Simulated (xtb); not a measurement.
Re(O)3(Me) (CH3O3Re), SMILES [CH3][Re](=[O])(=[O])=[O], multiplicity 1. All values are semi-empirical tight-binding results from xtb (GFN2-xTB unless named), good for trends rather than for accurate numbers. Geometry: GFN2-xTB. The spin state was assumed, not searched. The isomer is the one that the SMILES or the coordinates give; other isomers of the formula were not compared.

Optimised geometry:

```xyz
8

Re     0.0000     0.0000    -0.1571
O     -1.4248     0.8226    -0.3165
O      1.4248     0.8226    -0.3165
O      0.0000    -1.6452    -0.3165
C      0.0000     0.0000     2.0348
H      0.0000     1.0306     2.3907
H      0.8925    -0.5153     2.3907
H     -0.8925    -0.5153     2.3907
```

For metal compounds this method's bond lengths and energies can be far off.

- point group as xtb finds it = C3v
- orbital gap = 3.18 eV
- zero-point energy = 27.2 kcal/mol
- G − E(el) at 298.15 K (modified RRHO) = 7.7 kcal/mol

Computed atomic charges and the Wiberg bond orders between heavy atoms:
charges (e) Re1 0.76, O2 -0.34, O3 -0.34, O4 -0.34, C5 -0.12, H6 0.13, H7 0.13, H8 0.13. Bond orders Re1–O2 2.10, Re1–O3 2.10, Re1–O4 2.10, Re1–C5 1.02.
